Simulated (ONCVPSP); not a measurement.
## As (Z = 33): excitation energies, all-electron against ONCV

```
Element                 : arsenic (As)
Generator               : ONCVPSP 4.0.1
Type                    : optimised norm-conserving Vanderbilt (ONCV)
Functional              : PW91
Relativity              : scalar-relativistic
Frozen core             : [Ar]
Valence charge          : 15
Reference configuration : 3d10 4s2 4p3
Partial waves           : 4s: rc 1.60 bohr, ncon 5, nbas 8, qcut 3.2 1/bohr, 2 projectors, debl 0.7 Ha; 4p: rc 1.60 bohr, ncon 4, nbas 8, qcut 4.1 1/bohr, 2 projectors, debl 1.2 Ha; 3d: rc 0.65 bohr, ncon 5, nbas 10, qcut 22.3 1/bohr, 2 projectors, debl 1.6 Ha; f scattering state at 0.05 Ha: rc 1.25 bohr, ncon 4, nbas 8, qcut 9.9 1/bohr, 1 projector
Local potential         : polynomial inside 0.50 bohr (lpopt 5, dvloc0 0 Ha)
Core correction         : none
```

Energies are relative to the spin-unpolarised reference configuration 3d10 4s2 4p3; without spin polarisation the order of configurations can differ from experiment.

| valence configuration | charge | ΔE all-electron (eV) | error AE − PS (meV) |
| --- | --- | --- | --- |
| 3d10 4s2 4p0 | +3 | 55.017 | -2.8 |
| 3d10 4s1 4p0 | +4 | 105.787 | +40 |

Question: What are ΔE and the potential's error for 3d10 4s2 4p1?

Answer: ΔE = 27.207 eV all-electron; the error (AE − PS) is -4.1 meV.

Question: What are ΔE and the potential's error for 3d10 4s2 4p2?

Answer: ΔE = 9.207 eV all-electron; the error (AE − PS) is -1.5 meV.

Levels in the configuration 3d10 4s2 4p0:

```csv
level,all-electron (eV),pseudo (eV)
3d,-75.057,-74.731
4s,-44.565,-44.546
```

Note: ghosts flagged at negative energy: s at -446.6 eV, p at -95.3 eV; GHOST(+) flagged for s at 133.2 eV, f at 244.6 eV. A true bound ghost makes a file unfit for plane-wave use.
